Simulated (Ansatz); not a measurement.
```yaml
crystal:
  periodic: [false, false, false]
  atoms:
    - {symbol: O, position_ang: [1.017933, -0.414519, 2.789407]}
    - {symbol: B, position_ang: [0.081378, -0.536980, 1.790291]}
    - {symbol: Cl, position_ang: [-1.482003, -1.409842, 2.192102]}
    - {symbol: O, position_ang: [-0.306413, 0.854665, 1.274137]}
    - {symbol: C, position_ang: [-0.511537, 1.090786, 0.049965]}
    - {symbol: C, position_ang: [-1.058283, 2.492071, -0.225915]}
    - {symbol: F, position_ang: [-2.195417, 2.673538, 0.431329]}
    - {symbol: F, position_ang: [-1.287924, 2.666843, -1.525037]}
    - {symbol: F, position_ang: [-0.181473, 3.405616, 0.173919]}
    - {symbol: C, position_ang: [-0.229775, 0.209467, -0.977975]}
    - {symbol: C, position_ang: [0.451267, -0.934915, -0.604567]}
    - {symbol: C, position_ang: [1.027492, -1.897095, -1.644187]}
    - {symbol: F, position_ang: [0.563185, -3.121571, -1.437146]}
    - {symbol: F, position_ang: [0.695507, -1.521406, -2.876913]}
    - {symbol: F, position_ang: [2.352075, -1.919651, -1.552686]}
    - {symbol: O, position_ang: [0.700186, -1.264407, 0.589513]}
    - {symbol: H, position_ang: [0.744614, -0.813997, 3.615005]}
    - {symbol: H, position_ang: [-0.418512, 0.452995, -2.009338]}
basis:
  gaussian: {orbitals: LANL2DZ}
total_charge: -1
magnetization: {spin_polarized: true, initial_magnetization: 1}
hamiltonian: {xc: {name: r2SCAN50}}
output: {forces: true}
```

```sh
$ ansatz run in.yaml --threads 10 --pin off --events-out ev --progress --plain --max-ram 110592MiB --backend cpu
```

Problem. How does Ansatz answer? (Estimate.)

Solution. The calculation gave: The input was rejected before any iteration.
```
Error: <dir> can't be read: No such file or directory (os error 2)
```
